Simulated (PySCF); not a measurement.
Zn(Me)(OH) anion (CH4OZn), SMILES [Zn]([CH3])[OH] (connectivity only; charge and spin as stated), charge -1, multiplicity 2.

Coordinates come from a B3LYP-D3(BJ)/def2-SVPD optimisation. The spin state was assumed, not searched. The isomer is the one that the SMILES or the coordinates give; other isomers of the formula were not compared. Other conformers were not sampled.

Calculation: PySCF 2.14.0 with IEF-PCM-B3LYP/def2-SVPD.

The values are the electrostatic part of the solvation free energy, E(continuum) − E(gas) at the gas-phase geometry, in a cavity of scaled van der Waals radii (PySCF's table); cavitation and dispersion terms are not included. A continuum can't describe solvent molecules that bind to the metal.

```
solvent      ε  ΔG(elec) (kcal/mol)
-------  -----  -------------------
water    78.36                  ___
ethanol  24.85                -50.2
toluene   2.37                -29.0
```

### Question
What belongs in the gaps? (Estimate from the structure and the level; the computed values follow.)

### Answer

- water, ΔG(elec) (kcal/mol): -51.8
